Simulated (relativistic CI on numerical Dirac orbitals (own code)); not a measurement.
Spin-allowed bands of a d2 ion in a tetrahedral site, by hand

Problem. A d2 ion in a tetrahedral site has a 3A2 ground term and spin-allowed bands at ν1 = 6190 and ν2 = 10305 cm⁻¹ (from a computed ligand-field model). Find Δ and the Racah parameter B, and predict the third band.

Working.
1. The F term splits into A2 (−1.2Δ), T2 (−0.2Δ) and T1 (+0.6Δ), so ν1 = E(T2) − E(A2) = Δ = 6190 cm⁻¹.
2. T1(F) mixes with T1(P), which lies at 15B, through an element 0.4Δ. The two roots, counted from A2, are ν2,3 = ½(15B + 3Δ) ∓ ½√[(15B − Δ)² + 12BΔ].
3. Solving the lower root for B gives B = (2ν1² + ν2² − 3ν1ν2)/(15ν2 − 27ν1) = -8538625/-12555 = 680 cm⁻¹.
4. The sum of the roots is 15B + 3Δ, so ν3 = 15B + 3ν1 − ν2 = 18466 cm⁻¹ (542 nm).

Check. The bands were computed by exact diagonalisation of the d2 shell with B = 680 and Δ = 6190 cm⁻¹, which gives ν3 = 18465 cm⁻¹. C does not enter the terms of highest spin.
